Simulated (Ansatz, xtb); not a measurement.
**Two structures of ClGeH4Si+**

Structure X is `[SiH3][GeH+][Cl]`, a singlet and structure Y is a singlet given by its coordinates. Both are isolated ions in the gas phase, relaxed with B3LYP-D3(BJ)/def2-SVP.

X (Å):

```xyz
7

Cl   -0.0693   -3.0845    3.6317
Ge    0.0877   -1.0510    3.1155
Si    0.2991   -0.4857    0.7387
H     0.5154   -1.8083    0.1140
H     1.4531    0.4440    0.7342
H    -1.0144    0.1513    0.4756
H     0.0233   -0.2053    4.4048
```

Y (Å):

```
atom    x (Å)    y (Å)    z (Å)
  Cl  -1.1679  -2.0119   1.8558
  Ge   1.0661  -1.2218   2.6885
  Si  -0.2806  -0.1671   1.0820
   H   0.0601  -0.3452  -0.3421
   H  -1.0984   0.9860   1.5034
   H   2.0043  -2.3624   2.2879
   H   0.8155  -0.9960   4.1811
```

Close contacts (Å): Cl1–Ge2 2.51, Cl1–Si3 2.19, Ge2–Si3 2.35, Ge2–H6 1.53, Ge2–H7 1.53, Si3–H4 1.48, Si3–H5 1.48.

Q: Estimate which is lower in electronic energy at CCSD(T)/def2-TZVP, and by roughly how much.

A: The CCSD(T)/def2-TZVP calculation puts structure Y lower, by 3.4 kcal/mol.

How the difference moves with the method:

```tsv
level	geometry	E(Y) − E(X) (kcal/mol)	departure from the last row (kcal/mol)	job, with rough time for the two
B3LYP-D3(BJ)/def2-SVP	B3LYP-D3(BJ)/def2-SVP	−1.5	+1.8	optimisation, 40 s
HF/def2-TZVP	B3LYP-D3(BJ)/def2-SVP	+0.9	+4.3	part of the CCSD(T) run
MP2/def2-TZVP	B3LYP-D3(BJ)/def2-SVP	−4.6	−1.3	part of the CCSD(T) run
CCSD(T)/def2-TZVP	B3LYP-D3(BJ)/def2-SVP	−3.4		single point, 29 s
```

HF/def2-TZVP puts the two in the other order. The largest departure from CCSD(T)/def2-TZVP is that of HF/def2-TZVP, 4.3 kcal/mol. Levels run at GFN2-xTB geometries aren't shown.

With harmonic frequencies from B3LYP-D3(BJ)/def2-SVP (ideal gas, rigid rotor, one conformer each, 600 K, 1 atm): on the last row, ΔE + ΔZPE = −2.8 kcal/mol. A mode under 50 cm⁻¹ makes harmonic enthalpies and free energies unreliable, so none is given.

The correlated steps freeze 19 core orbitals; the filled d shell of Ge is correlated, in a basis made for valence electrons. Run with Ansatz 0.2.0; the last row on 1 thread of Intel(R) Xeon(R) 6975P-C (Granite Rapids) on a shared host.
